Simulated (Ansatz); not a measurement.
Reactions of C$_{2}$H$_{5}$FOTe (`COC(F)[TeH]`).

Program: Ansatz. Geometries: PBE0-D4/def2-TZVP. ΔE: electronic, gas phase. CCSD(T)/CBS is the MP2 limit (def2-TZVPP, def2-QZVPP) plus CCSD(T) − MP2 in def2-TZVPP, frozen cores. This one scheme is used for every species. def2 core potentials past Kr. For Ga, Ge, Te outer-core shells are correlated without core-valence functions, which leaves a few kJ/mol of doubt a bond. Scalar relativity is left out up to krypton. Each species was taken in one conformer, which may not be the lowest.

```json
{"reaction": "`COC(F)[TeH]` + `CC(N)F` → `CCC(N)F` + `OC(F)[TeH]`", "HF/CBS(def2) (kJ/mol)": "-38"}
{"reaction": "`COC(F)[TeH]` + H₂O → `OC(F)[TeH]` + CH₃OH", "HF/CBS(def2) (kJ/mol)": "3"}
{"reaction": "`COC(F)[TeH]` + `[OH][GeH3]` → `[OH][GeH2][TeH]` + `COCF`", "HF/CBS(def2) (kJ/mol)": "-139"}
{"reaction": "`COC(F)[TeH]` + `C1N[SiH2]S1` → `C[SiH]1NCS1` + `OC(F)[TeH]`", "HF/CBS(def2) (kJ/mol)": "-87"}
{"reaction": "`COC(F)[TeH]` + `[NH2][AlH][SiH3]` → `[NH2][AlH][SiH2][TeH]` + `COCF`", "HF/CBS(def2) (kJ/mol)": "-129"}
{"reaction": "`COC(F)[TeH]` + H₂ → H₂Te + `COCF`", "HF/CBS(def2) (kJ/mol)": "-110"}
{"reaction": "`COC(F)[TeH]` + CH₃OH → `COC(F)OC` + H₂Te", "HF/CBS(def2) (kJ/mol)": "-58"}
{"reaction": "`COC(F)[TeH]` + `[CH3][GaH][CH3]` → `[CH3][Ga]([CH3])[TeH]` + `COCF`", "HF/CBS(def2) (kJ/mol)": "-199"}
{"reaction": "`COC(F)[TeH]` + H₂ → `FC[TeH]` + CH₃OH", "HF/CBS(def2) (kJ/mol)": "-81"}
{"reaction": "`COC(F)[TeH]` + `CBN` → `CB(N)[TeH]` + `COCF`", "HF/CBS(def2) (kJ/mol)": "-108"}
```

(1) Give the CCSD(T)/CBS values in the same order. (An estimate is asked.)

Largest T1 diagnostic: 0.013, for `[NH2][AlH][SiH3]`.

## Answers

(1) Computed: -49, 12, -124, -103, -121, -68, -27, -185, -61, -102 kJ/mol.
